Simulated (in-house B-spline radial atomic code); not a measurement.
## Co¹⁰⁺: [Ne] 3s2 3p5

All numbers are computed (Dirac-Kohn-Sham PBEsol, spherical fractional occupations; Fermi nucleus of rms radius 3.7875 fm) with a radial B-spline atomic code at the basis-set limit, not measured.

Effective charges: Z_r = [3n² - l(l+1)]/(2<r>) from the radius, Z_e = n√(-2ε) from the energy, and Slater's rules. Values are occupation-weighted means over j.

```
shell  electrons   ε (eV)  <r> (bohr)    Z_r    Z_e  Slater
   1s          2  -7848.4     0.05624  26.67  24.02   26.70
   2s          2  -1164.4      0.2545  23.57  18.50   22.85
   2p          6  -1036.3      0.2241  22.31  17.45   22.85
   3s          2   -330.4      0.6959  19.40  14.78   16.10
   3p          5  -291.82      0.6997  17.87  13.89   16.10
```

The least bound orbital is 3p3/2 at -291 eV, and it is also the most diffuse (<r> = 0.7016 bohr).

Spin-orbit splittings of the orbital energies (j = l + 1/2 above j = l - 1/2 when positive): 2p 14.86 eV, 3p 2.573 eV.

For the 1s electron the small component carries 0.944 % of the norm, the zero-frequency Breit interaction raises the level by 9.467 eV, self-energy by 4.688 eV, and vacuum polarisation lowers it by 0.4083 eV.

The density falls to 0.001 bohr⁻³ at 1.792 bohr; Σ<r²> = 4.4601 bohr² gives, by the non-relativistic formula and without the paramagnetism of open shells, a Langevin diamagnetic susceptibility of -3.532×10⁻⁶ cm³/mol.
